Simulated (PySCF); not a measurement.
Simulation results for BGeH6NSi

All values are calculated (PySCF 2.14.0). Calculation on a computer-drawn molecule: the log of a Hartree-Fock and frozen-core CCSD(T) single point meant for a local Hartree-Fock minimum, with one planted fault or none, to be diagnosed. Offsets are logged minus clean, where the clean run is the same molecule without the fault. The reference is restricted for singlets and unrestricted otherwise, and also for a bond in bohr or an excited solution. Adding or removing an electron swaps singlet and doublet. The excited solution moves the top pair (singlet) or top alpha electron (doublet) to the lowest empty orbital. Highest occupied and lowest empty are orbital energies over both spins, largest force is the largest gradient component, triples share is (T) over the correlation energy, the T1 limit is 0.02 restricted and 0.045 unrestricted, electrons count all cores, a negative frequency is imaginary (commonest isotopes), and the dipole is about the centre of nuclear charge; on germanium a core potential holds 10 electrons, which the energies leave out, and 3d is frozen in MP2 and coupled-cluster steps.

```xyz
10
formula=BGeH6NSi meant_charge=0 meant_multiplicity=1 meant_basis=cc-pV(D+d)Z meant_basis_and_core_potential_on_germanium=cc-pVDZ-PP_ECP10MDF logged_electrons=64 logged_basis_functions=104 logged_SCF_converged=yes logged_spin_squared=0 logged_highest_occupied=-8.9964 logged_lowest_empty=1.372 logged_largest_force=1.337e-05 logged_lowest_frequency=49.887 logged_T1_diagnostic=0.019592 logged_D1_diagnostic=0.066736 logged_triples_share=0.033959 logged_CC_converged=yes logged_dipole_magnitude=4.3698 logged_SCF_stable_within_its_kind=yes logged_energy_HF=-664.92484 logged_energy_CCSD(T)=-665.4401 possible_faults=no_fault,one_electron_removed,one_electron_added,multiplicity_raised_by_two,geometry_at_a_saddle_point,SCF_held_on_an_excited_solution,minimal_basis_STO-3G,one_bond_length_entered_in_bohr,all_coordinates_scaled
Si    -2.5875    -0.1881    -3.5502
N     -1.1912    -0.1898    -2.8579
B      0.0390    -0.1641    -2.2389
Ge     0.7485     1.5960    -1.3359
H     -2.7830     0.1448    -4.9668
H     -3.8340    -0.5202    -2.8488
H      0.7288    -1.1534    -2.2065
H     -0.2519     2.7620    -1.4551
H      1.0335     1.3948     0.1650
H      2.0721     2.0683    -1.9683
```

Units: logged_highest_occupied, logged_lowest_empty in eV; logged_largest_force in hartree/bohr; logged_lowest_frequency in cm⁻¹; logged_dipole_magnitude in debye; logged_energy_HF, logged_energy_CCSD(T) in hartree.

Drawn bonds:
```csv
atom,other atom,order
1,2,2
2,3,1
3,4,1
1,5,1
1,6,1
3,7,1
4,8,1
4,9,1
4,10,1
```

To be estimated
1. Which fault was planted in the run of BGeH6NSi?

Answers
1. no fault

Further results for BGeH6NSi:

* HF energy offset from clean run: 0 kcal/mol
* CCSD(T) energy offset from clean run: 0 kcal/mol
